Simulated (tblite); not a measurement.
Species: C3H6BClO2.
Bonds: C1–C2 (double), C2–C3, C3–O4, O4–B5, B5–O6, B5–Cl7. Hydrogens: H8, H9 on C1; H10 on C2; H11, H12 on C3; H13 on O6.

Computed with GFN2-xTB (tblite), gas phase: L-BFGS steps from a force-field or distance-geometry start until the largest atomic force falls under 0.01 eV/Å.

Step 103: E = -638.9602 eV
```
atom  x, y, z in Å  |  force x, y, z in eV/Å
C1      1.7988    0.2018   -2.0120   -0.002   0.006  -0.005
C2      1.2686    0.4206   -0.8246    0.003   0.001   0.004
C3      0.3520   -0.5357   -0.1237   -0.001   0.000   0.002
O4     -0.5364    0.1776    0.7255    0.023   0.012   0.001
B5     -1.8336   -0.0862    0.9188   -0.006  -0.024   0.014
O6     -2.5677    0.6611    1.7594    0.002   0.058   0.004
Cl7    -2.6605   -1.4060    0.1241   -0.003  -0.001  -0.012
H8      2.4804    0.9016   -2.4625   -0.004   0.002  -0.019
H9      1.5810   -0.6906   -2.5743    0.000  -0.001  -0.008
H10     1.4893    1.3190   -0.2664    0.003   0.001   0.012
H11    -0.2120   -1.1462   -0.8364    0.006  -0.011  -0.007
H12     0.9446   -1.2071    0.5134   -0.008  -0.002   0.021
H13    -2.1089    1.3905    2.1794   -0.012  -0.040  -0.008
```

Step 104: E = -638.9603 eV
```
atom  x, y, z in Å  |  force x, y, z in eV/Å
C1      1.7986    0.1949   -2.0110   -0.009   0.002  -0.006
C2      1.2579    0.4261   -0.8305    0.012   0.000   0.019
C3      0.3574   -0.5372   -0.1168    0.001   0.000   0.005
O4     -0.5308    0.1682    0.7391    0.001   0.001  -0.005
B5     -1.8341   -0.0809    0.9128    0.003  -0.022   0.011
O6     -2.5645    0.6571    1.7651    0.022   0.081   0.011
Cl7    -2.6746   -1.3684    0.0777    0.012   0.014   0.000
H8      2.4681    0.8998   -2.4718   -0.007  -0.004  -0.019
H9      1.6007   -0.7130   -2.5571    0.005   0.019   0.002
H10     1.4594    1.3392   -0.2872   -0.007  -0.025  -0.004
H11    -0.2060   -1.1560   -0.8233    0.009  -0.004   0.003
H12     0.9616   -1.2005    0.5190   -0.011   0.011   0.006
H13    -2.0981    1.3711    2.2047   -0.031  -0.070  -0.024
```

Step 105: E = -638.9607 eV
```
atom  x, y, z in Å  |  force x, y, z in eV/Å
C1      1.7970    0.1937   -2.0104    0.004   0.001  -0.028
C2      1.2547    0.4271   -0.8317    0.007  -0.004   0.047
C3      0.3599   -0.5384   -0.1136   -0.005  -0.005   0.006
O4     -0.5297    0.1651    0.7421    0.007   0.005   0.001
B5     -1.8345   -0.0797    0.9107    0.012  -0.009  -0.002
O6     -2.5637    0.6570    1.7651    0.012   0.061   0.008
Cl7    -2.6779   -1.3533    0.0621   -0.005  -0.014  -0.013
H8      2.4610    0.9002   -2.4764   -0.006  -0.002  -0.014
H9      1.6057   -0.7187   -2.5504    0.001   0.005  -0.011
H10     1.4506    1.3438   -0.2930   -0.009  -0.012   0.004
H11    -0.2013   -1.1611   -0.8190    0.007  -0.001   0.012
H12     0.9660   -1.1979    0.5244   -0.003   0.015  -0.005
H13    -2.0921    1.3626    2.2109   -0.021  -0.039  -0.004
```

Step 106: E = -638.9610 eV
```
atom  x, y, z in Å  |  force x, y, z in eV/Å
C1      1.7944    0.1876   -2.0101   -0.004   0.006  -0.008
C2      1.2452    0.4311   -0.8363    0.014  -0.012   0.043
C3      0.3656   -0.5396   -0.1056    0.002  -0.011   0.010
O4     -0.5238    0.1571    0.7559   -0.026  -0.012  -0.006
B5     -1.8344   -0.0747    0.9050    0.030   0.011  -0.014
O6     -2.5628    0.6554    1.7662    0.026   0.052   0.013
Cl7    -2.6862   -1.3166    0.0174    0.004  -0.004  -0.002
H8      2.4481    0.8965   -2.4864   -0.001   0.008  -0.015
H9      1.6190   -0.7359   -2.5355   -0.003  -0.008  -0.018
H10     1.4258    1.3587   -0.3114   -0.012  -0.013   0.005
H11    -0.1945   -1.1707   -0.8049    0.008   0.005   0.024
H12     0.9831   -1.1899    0.5316   -0.008   0.022  -0.019
H13    -2.0839    1.3414    2.2349   -0.030  -0.043  -0.013
```

Problem. Estimate the geometry and energy of step 107. (The exact step hangs on the optimiser's Hessian estimate; all steps are aligned on step 106, rigid shifts and turns removed.)

Solution. E = -638.9614 eV, largest force 0.052 eV/Å
```
atom  x, y, z in Å  |  force x, y, z in eV/Å
C1      1.7903    0.1845   -2.0103   -0.010   0.015   0.020
C2      1.2382    0.4320   -0.8385    0.019  -0.022   0.013
C3      0.3703   -0.5420   -0.0985    0.011  -0.015   0.010
O4     -0.5192    0.1500    0.7662   -0.033  -0.018  -0.003
B5     -1.8337   -0.0705    0.8999    0.029   0.040  -0.017
O6     -2.5623    0.6578    1.7631    0.011  -0.007  -0.010
Cl7    -2.6898   -1.2877   -0.0154   -0.004  -0.012  -0.004
H8      2.4366    0.8950   -2.4935    0.002   0.022  -0.015
H9      1.6262   -0.7452   -2.5268   -0.010  -0.035  -0.030
H10     1.4072    1.3659   -0.3226   -0.004   0.011   0.017
H11    -0.1880   -1.1810   -0.7919    0.005   0.005   0.025
H12     0.9976   -1.1830    0.5383   -0.008   0.013  -0.015
H13    -2.0776    1.3246    2.2508   -0.008   0.002   0.009
```

The energy changes by -0.0004 eV. The first-order estimate −F·Δx gives -0.0006 eV and the mean of the old and new forces, exact on a quadratic surface, -0.0004 eV. The step makes an angle of 86° with the force vector and moves no atom by more than 0.044 Å.

The cost below is that of the whole relaxation. Time: 2.6 s wall. Hardware: one thread of an Intel Xeon at 2.50 GHz, no GPU, on a shared host.
